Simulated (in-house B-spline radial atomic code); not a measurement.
# K4+: [Ne] 3s2 3p3

Computed with a B-spline radial code for spherical atoms: non-relativistic PBE0, spin-polarised, spherical fractional occupations, exact exchange averaged over the configuration, point nucleus.

Screening seen three ways: the hydrogenic charge with the same mean radius, Z_r = [3n² - l(l+1)]/(2<r>), the one with the same energy, Z_e = n√(-2ε), and Slater's rules. Values are occupation-weighted means over spin.

| shell | electrons | ε (eV) | <r> (bohr) | Z_r | Z_e | Slater |
| --- | --- | --- | --- | --- | --- | --- |
| 1s | 2 | -3602.8 | 0.08152 | 18.40 | 16.27 | 18.70 |
| 2s | 2 | -424.75 | 0.388 | 15.46 | 11.17 | 14.85 |
| 2p | 6 | -351.85 | 0.3496 | 14.30 | 10.17 | 14.85 |
| 3s | 2 | -91.301 | 1.176 | 11.48 | 7.77 | 8.80 |
| 3p | 3 | -75.738 | 1.237 | 10.11 | 7.08 | 8.80 |

The least bound orbital is 3p up at -75.74 eV, and it is also the most diffuse (<r> = 1.237 bohr).
